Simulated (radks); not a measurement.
Question: Co21+, configuration [He] 2s2 2p2 (the NIST ground configuration). Method: non-relativistic Kohn-Sham, exchange-only LDA, spin-polarised, spherical densities, point nucleus; open shells are filled with parallel spins first; computed with a radial shooting solver on a logarithmic mesh with Libxc functionals. Some entries of the table are withheld. Estimate them.

| orbital | occ. | eigenvalue (eV) | r(max) (bohr) |
|---|---|---|---|
| 1s up | 1 | -8684.780 | (1) |
| 1s down | 1 | -8670.780 | (2) |
| 2s up | 1 | -1852.418 | 0.2069 |
| 2s down | 1 | -1829.534 | 0.2076 |
| 2p up | 2 | -1779.276 | (3) |
| 2p down | 0 | -1751.514 | (4) |

Answer: 
(1) 1s up r(max) (bohr): 0.03752
(2) 1s down r(max) (bohr): 0.03749
(3) 2p up r(max) (bohr): 0.1627
(4) 2p down r(max) (bohr): 0.1635
